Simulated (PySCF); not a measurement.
Isomers of C5H9N3OSi, one GFN2-xTB conformer each. Single-point energies are computed at PBE0/pcSseg-1 (PySCF, gas phase, no added dispersion term), electronic only.

```json
{"SMILES": "CCc1ncnnc1O[SiH3]", "GFN2-xTB relative energy (kcal/mol)": "0.0"}
{"SMILES": "CC(=O)c1nn(C)nc1[SiH3]", "GFN2-xTB relative energy (kcal/mol)": "34.3"}
{"SMILES": "C/C(C#N)=N/[SiH2]CNC=O", "GFN2-xTB relative energy (kcal/mol)": "49.5"}
{"SMILES": "Cc1ncnnc1OC[SiH3]", "GFN2-xTB relative energy (kcal/mol)": "39.0"}
{"SMILES": "CCc1nnc(C=O)n1[SiH3]", "GFN2-xTB relative energy (kcal/mol)": "7.9"}
{"SMILES": "C[SiH2]Oc1nncnc1C", "GFN2-xTB relative energy (kcal/mol)": "6.0"}
{"SMILES": "Cc1ncnnc1CO[SiH3]", "GFN2-xTB relative energy (kcal/mol)": "12.1"}
```

Conformers: `[CH3:1][CH2:2][c:3]1[n:4][cH:5][n:6][n:7][c:8]1[O:9][SiH3:10]` with C1–C2–C3–N4 -102°, N7–C8–O9–Si10 -1°; `[CH3:1][C:2](=[O:3])[c:4]1[n:5][n:6]([CH3:7])[n:8][c:9]1[SiH3:10]` with C1–C2–C4–N5 0°; `[CH3:1]/[C:2]([C:3]#[N:4])=[N:5]/[SiH2:6][CH2:7][NH:8][CH:9]=[O:10]` with C2–N5–Si6–C7 -124°, N5–Si6–C7–N8 -168°, Si6–C7–N8–C9 -2°, C7–N8–C9–O10 0°; `[CH3:1][c:2]1[n:3][cH:4][n:5][n:6][c:7]1[O:8][CH2:9][SiH3:10]` with N6–C7–O8–C9 2°, C7–O8–C9–Si10 -37°; `[CH3:1][CH2:2][c:3]1[n:4][n:5][c:6]([CH:7]=[O:8])[n:9]1[SiH3:10]` with C1–C2–C3–N4 99°, N5–C6–C7–O8 -179°; `[CH3:1][SiH2:2][O:3][c:4]1[n:5][n:6][cH:7][n:8][c:9]1[CH3:10]` with C1–Si2–O3–C4 -63°, Si2–O3–C4–N5 2°; `[CH3:1][c:2]1[n:3][cH:4][n:5][n:6][c:7]1[CH2:8][O:9][SiH3:10]` with N6–C7–C8–O9 120°, C7–C8–O9–Si10 -61°.

Q: What does PBE0/pcSseg-1 give for the same structures?

A: 
```json
{"SMILES": "C[SiH2]Oc1nncnc1C", "PBE0/pcSseg-1 E (Eh)": "-724.25158", "PBE0/pcSseg-1 (kcal/mol)": "0.0", "GFN2-xTB (kcal/mol)": "6.0", "point group": "C1"}
{"SMILES": "CCc1nnc(C=O)n1[SiH3]", "PBE0/pcSseg-1 E (Eh)": "-724.23608", "PBE0/pcSseg-1 (kcal/mol)": "9.7", "GFN2-xTB (kcal/mol)": "7.9", "point group": "C1"}
{"SMILES": "CCc1ncnnc1O[SiH3]", "PBE0/pcSseg-1 E (Eh)": "-724.23250", "PBE0/pcSseg-1 (kcal/mol)": "12.0", "GFN2-xTB (kcal/mol)": "0.0", "point group": "C1"}
{"SMILES": "C/C(C#N)=N/[SiH2]CNC=O", "PBE0/pcSseg-1 E (Eh)": "-724.23157", "PBE0/pcSseg-1 (kcal/mol)": "12.6", "GFN2-xTB (kcal/mol)": "49.5", "point group": "C1"}
{"SMILES": "CC(=O)c1nn(C)nc1[SiH3]", "PBE0/pcSseg-1 E (Eh)": "-724.21649", "PBE0/pcSseg-1 (kcal/mol)": "22.0", "GFN2-xTB (kcal/mol)": "34.3", "point group": "–"}
{"SMILES": "Cc1ncnnc1CO[SiH3]", "PBE0/pcSseg-1 E (Eh)": "-724.21149", "PBE0/pcSseg-1 (kcal/mol)": "25.2", "GFN2-xTB (kcal/mol)": "12.1", "point group": "C1"}
{"SMILES": "Cc1ncnnc1OC[SiH3]", "PBE0/pcSseg-1 E (Eh)": "-724.18483", "PBE0/pcSseg-1 (kcal/mol)": "41.9", "GFN2-xTB (kcal/mol)": "39.0", "point group": "C1"}
```

GFN2-xTB puts CCc1ncnnc1O[SiH3] lowest instead; measured from each level's own lowest isomer, the values differ by up to 36.9 kcal/mol (C/C(C#N)=N/[SiH2]CNC=O: 49.5 against 12.6). As drawn, the lowest has an Si–O bond, which the highest lacks. Neighbours under 2.5 kcal/mol apart (CCc1nnc(C=O)n1[SiH3] and CCc1ncnnc1O[SiH3]; CCc1ncnnc1O[SiH3] and C/C(C#N)=N/[SiH2]CNC=O) can change places with a better method, another conformer or zero-point energy.

Q: Which frontier levels, dipoles and rotational constants go with these structures?

A: 
```tsv
SMILES	HOMO (eV, PBE0/pcSseg-1)	LUMO (eV)	dipole (D)	A, B, C (MHz)
C[SiH2]Oc1nncnc1C	-6.88	-1.78	2.25	2086, 828.0, 635.8
CCc1nnc(C=O)n1[SiH3]	-7.72	-2.37	2.95	1842, 1021, 706.3
CCc1ncnnc1O[SiH3]	-6.94	-1.86	2.44	1517, 1040, 653.8
C/C(C#N)=N/[SiH2]CNC=O	-7.17	-1.59	5.90	2550, 543.2, 493.1
CC(=O)c1nn(C)nc1[SiH3]	-7.68	-1.61	3.90	1517, 1039, 626.0
Cc1ncnnc1CO[SiH3]	-6.89	-1.91	2.34	1948, 833.6, 722.7
Cc1ncnnc1OC[SiH3]	-7.03	-2.03	2.79	2030, 943.3, 674.8
```

Q: As an exercise, what shares would exp(−E/RT) give at 2000 K from these electronic energies alone (no entropy, no degeneracies)?

A: RT = 3.974 kcal/mol: C[SiH2]Oc1nncnc1C 84.5 %, CCc1nnc(C=O)n1[SiH3] 7.3 %, CCc1ncnnc1O[SiH3] 4.2 %, C/C(C#N)=N/[SiH2]CNC=O 3.6 %, CC(=O)c1nn(C)nc1[SiH3] 0.3 %, Cc1ncnnc1CO[SiH3] 0.2 %, Cc1ncnnc1OC[SiH3] under 0.1 %.
